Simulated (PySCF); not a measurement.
## Shapes and spin states of WF₂

Method: PySCF, PBE0, basis W def2-TZVP with ECP60, F def2-TZVP (scalar-relativistic core potentials, no spin–orbit coupling, density fitting).

Relaxations began from a few typed shapes and spin states; open shells are unrestricted. The search is not exhaustive: other isomers or separated fragments can lie lower, and high-lying points may rest on an excited occupation.

```json
{"spin": "quintet", "group": "C2v", "bonds": "W–F 1.882 Å (×2)", "angles": "F–W–F 140.9°", "imaginary modes (cm⁻¹)": "none", "ΔE (kJ/mol)": "0.0", "ΔE with ZPE (kJ/mol)": "0.0"}
{"spin": "triplet", "group": "D∞h", "bonds": "W–F 1.820 Å (×2)", "angles": "F–W–F 180.0°", "imaginary modes (cm⁻¹)": "none", "ΔE (kJ/mol)": "5.0", "ΔE with ZPE (kJ/mol)": "6.0"}
{"spin": "quintet", "group": "D∞h", "bonds": "W–F 1.897 Å (×2)", "angles": "F–W–F 180.0°", "imaginary modes (cm⁻¹)": "96i", "ΔE (kJ/mol)": "10.0", "ΔE with ZPE (kJ/mol)": "–"}
{"spin": "broken-symmetry Ms = 0 (⟨S²⟩ 1.00)", "group": "D∞h", "bonds": "W–F 1.820 Å (×2)", "angles": "F–W–F 180.0°", "imaginary modes (cm⁻¹)": "none", "ΔE (kJ/mol)": "29.8", "ΔE with ZPE (kJ/mol)": "30.8"}
{"spin": "singlet (closed shell, unstable to spin polarisation)", "group": "D∞h", "bonds": "W–F 1.819 Å (×2)", "angles": "F–W–F 180.0°", "imaginary modes (cm⁻¹)": "none", "ΔE (kJ/mol)": "96.9", "ΔE with ZPE (kJ/mol)": "97.9"}
```

The lowest minimum found is the quintet C2v: W–F 1.882 Å (×2); F–W–F 140.9°.

Formally W is in oxidation state +2, d4, with 4 unpaired electrons (the high-spin count). The Mulliken spin on W is 4.01. The polar-tensor charge on W, 1.23, is below the formal one.

For the lowest minimum: open d and f shells are described by one determinant, and the ground state may have another occupation or spin. Spin–orbit coupling, left out here, can matter for elements this heavy.

The electron or spin density has lower symmetry than the nuclear frame for the quintet D∞h at 10.0 kJ/mol, broken-symmetry Ms = 0 (⟨S²⟩ 1.00) D∞h at 29.8 kJ/mol.
